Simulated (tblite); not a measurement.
C4H9Si (doublet state).
Atom-mapped SMILES: `[H]/[C:1]=[C:2](/[CH3:3])[SiH2:4][CH3:5]` (hydrogens: H6 on C1; H7, H8, H9 on C3; H10, H11 on Si4; H12, H13, H14 on C5)
Bond orders are those of one Lewis drawing.

Computed with GFN2-xTB (tblite), gas phase: L-BFGS steps from a force-field or distance-geometry start until the largest atomic force falls under 0.01 eV/Å.

Step 24: E = -401.2312 eV
```
atom  x, y, z in Å  |  force x, y, z in eV/Å
C1      0.8108    1.8838    0.5468   -0.085   0.058   0.029
C2      0.8130    0.6099    0.3671    0.112  -0.063  -0.026
C3      2.0343   -0.1662   -0.0619    0.031   0.009  -0.023
Si4    -0.7457   -0.5193    0.6233    0.094   0.062  -0.041
C5     -1.9021   -0.3413   -0.8656   -0.086  -0.011  -0.081
H6      0.1229    2.6420    0.8462   -0.022  -0.050  -0.007
H7      2.2850   -0.9106    0.6940    0.015   0.039  -0.049
H8      1.8579   -0.6846   -1.0044   -0.065  -0.001   0.049
H9      2.8788    0.5061   -0.1974    0.009  -0.025   0.039
H10    -1.4364   -0.1713    1.8669    0.009   0.047   0.019
H11    -0.2598   -1.9010    0.6773    0.009  -0.077   0.051
H12    -2.2727    0.6713   -0.9929    0.022   0.025   0.062
H13    -2.7597   -0.9911   -0.7215   -0.079  -0.001  -0.066
H14    -1.4270   -0.6280   -1.8002    0.038  -0.014   0.043
```

Step 25: E = -401.2328 eV
```
atom  x, y, z in Å  |  force x, y, z in eV/Å
C1      0.8120    1.8849    0.5463   -0.127   0.058   0.044
C2      0.8154    0.6101    0.3680    0.075  -0.004  -0.020
C3      2.0354   -0.1656   -0.0622    0.017   0.011  -0.011
Si4    -0.7441   -0.5199    0.6225    0.047   0.027  -0.032
C5     -1.9046   -0.3424   -0.8674   -0.034  -0.011  -0.010
H6      0.1222    2.6444    0.8461    0.023  -0.104  -0.027
H7      2.2854   -0.9095    0.6935    0.024   0.018  -0.035
H8      1.8551   -0.6837   -1.0034   -0.051  -0.008   0.030
H9      2.8802    0.5057   -0.1969    0.019  -0.018   0.026
H10    -1.4357   -0.1710    1.8682    0.030   0.038  -0.020
H11    -0.2602   -1.9054    0.6794   -0.005  -0.023   0.044
H12    -2.2717    0.6716   -0.9909    0.014   0.028   0.047
H13    -2.7633   -0.9911   -0.7254   -0.070   0.001  -0.058
H14    -1.4269   -0.6286   -1.8001    0.035  -0.013   0.020
```

Step 26: E = -401.2345 eV
```
atom  x, y, z in Å  |  force x, y, z in eV/Å
C1      0.8094    1.8857    0.5463   -0.117   0.037   0.044
C2      0.8193    0.6104    0.3685    0.017   0.047  -0.010
C3      2.0375   -0.1655   -0.0628    0.007   0.017   0.000
Si4    -0.7420   -0.5196    0.6215   -0.001  -0.014  -0.020
C5     -1.9073   -0.3429   -0.8691    0.021  -0.010   0.060
H6      0.1170    2.6436    0.8471    0.040  -0.130  -0.036
H7      2.2864   -0.9086    0.6928    0.029  -0.010  -0.019
H8      1.8519   -0.6830   -1.0024   -0.036  -0.019   0.009
H9      2.8843    0.5022   -0.1976    0.028   0.004   0.013
H10    -1.4343   -0.1679    1.8694    0.054   0.025  -0.061
H11    -0.2589   -1.9087    0.6821   -0.023   0.033   0.038
H12    -2.2709    0.6728   -0.9892    0.010   0.019   0.033
H13    -2.7677   -0.9904   -0.7295   -0.049   0.008  -0.053
H14    -1.4253   -0.6286   -1.7993    0.020  -0.010   0.003
```

Step 27: E = -401.2359 eV
```
atom  x, y, z in Å  |  force x, y, z in eV/Å
C1      0.8053    1.8865    0.5466   -0.078   0.017   0.036
C2      0.8234    0.6113    0.3682   -0.033   0.052  -0.001
C3      2.0393   -0.1656   -0.0634    0.004   0.019   0.005
Si4    -0.7400   -0.5183    0.6205   -0.029  -0.039  -0.010
C5     -1.9091   -0.3427   -0.8696    0.051  -0.008   0.087
H6      0.1075    2.6381    0.8486    0.029  -0.114  -0.033
H7      2.2878   -0.9083    0.6919    0.026  -0.030  -0.004
H8      1.8487   -0.6832   -1.0015   -0.024  -0.026  -0.007
H9      2.8892    0.4970   -0.1990    0.031   0.030   0.001
H10    -1.4320   -0.1635    1.8692    0.065   0.019  -0.079
H11    -0.2566   -1.9088    0.6848   -0.034   0.060   0.033
H12    -2.2702    0.6746   -0.9878    0.013   0.002   0.022
H13    -2.7714   -0.9892   -0.7329   -0.021   0.020  -0.049
H14    -1.4227   -0.6283   -1.7979   -0.001  -0.002   0.000
```

**Question.** Estimate the geometry and energy of step 28. (The exact step hangs on the optimiser's Hessian estimate; all steps are aligned on step 27, rigid shifts and turns removed.)

**Answer.** E = -401.2375 eV, largest force 0.096 eV/Å
```
atom  x, y, z in Å  |  force x, y, z in eV/Å
C1      0.7999    1.8876    0.5472   -0.021  -0.005   0.021
C2      0.8280    0.6132    0.3672   -0.067   0.016   0.005
C3      2.0412   -0.1661   -0.0641    0.008   0.014   0.005
Si4    -0.7378   -0.5159    0.6193   -0.039  -0.048  -0.001
C5     -1.9100   -0.3418   -0.8690    0.057  -0.004   0.074
H6      0.0920    2.6267    0.8507    0.001  -0.063  -0.020
H7      2.2897   -0.9090    0.6906    0.014  -0.039   0.008
H8      1.8446   -0.6845   -1.0005   -0.009  -0.026  -0.016
H9      2.8957    0.4899   -0.2010    0.024   0.056  -0.011
H10    -1.4278   -0.1572    1.8673    0.061   0.019  -0.071
H11    -0.2535   -1.9058    0.6883   -0.036   0.058   0.028
H12    -2.2690    0.6770   -0.9861    0.020  -0.019   0.014
H13    -2.7749   -0.9871   -0.7365    0.014   0.032  -0.041
H14    -1.4188   -0.6275   -1.7955   -0.028   0.009   0.005
```

The energy changes by -0.0016 eV. The first-order estimate −F·Δx gives -0.0023 eV and the mean of the old and new forces, exact on a quadratic surface, -0.0016 eV. The step makes an angle of 70° with the force vector and moves no atom by more than 0.019 Å.

The cost below is that of the whole relaxation. On Arm Neoverse V2, one thread, shared host with 96 logical CPUs at a one-minute load of 62, this took 0.28 s wall.
